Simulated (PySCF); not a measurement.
C₃H₁₂SSi₃.
Geometry (GFN2-xTB, Å), atoms numbered from 1 in this order:
```
atom  x, y, z in Å
C1     3.4136    1.0726    0.2205
C2     2.9878   -0.0821   -0.2636
S3     1.3347   -0.6080   -0.4879
C4     0.3432    0.7599    0.1798
Si5   -1.5105    0.2441    0.2011
Si6   -2.2143   -0.0429   -1.9970
Si7   -1.7374   -1.5159    1.7089
H8     2.7489    1.8568    0.5376
H9     4.4668    1.2700    0.3159
H10    3.6662   -0.8584   -0.5839
H11    0.7068    0.9676    1.1848
H12    0.5179    1.6348   -0.4445
H13   -2.1228    1.4711    0.7674
H14   -1.8379    1.0547   -2.8930
H15   -1.6810   -1.2726   -2.5847
H16   -3.6758   -0.1382   -2.0458
H17   -2.3152   -1.0921    2.9887
H18   -0.4668   -2.1719    2.0234
H19   -2.6342   -2.5400    1.1648
```

Mayer bond orders were computed from the PBE0/pcSseg-1 density (PySCF). The structure is a single GFN2-xTB conformer in the gas phase; no vibrational or solvent corrections.

Problem. The orders 0.90, 1.00, 1.08, 1.90 belong to the bonds C1–C2, C2–S3, S3–C4, Si5–Si6, in another order. Match them.

Solution. Si5–Si6 0.90; S3–C4 1.00; C2–S3 1.08; C1–C2 1.90.

Problem. Set the orders of all bonds between heavy atoms beside their lengths and the difference of the IAO charges at their ends.

Solution. 
```csv
bond,Mayer order,length (Å),q(first) − q(second) (e)
C1–C2,1.896,1.322,-0.107
C2–S3,1.080,1.749,-0.412
S3–C4,1.005,1.817,+0.758
Si5–Si6,0.901,2.326,+0.003
Si5–Si7,0.874,2.329,+0.006
C4–Si5,0.851,1.924,-0.903
```

For a closed shell the Mayer order of atoms A and B is Σ (PS)μν (PS)νμ over the basis functions μ on A and ν on B, with P the density and S the overlap matrix.

The run behind these numbers computed NMR shieldings as well. Time: 73 s; peak memory 1.0 GiB. Hardware: one thread, Arm Neoverse N1 (aarch64), no GPU, shared host.
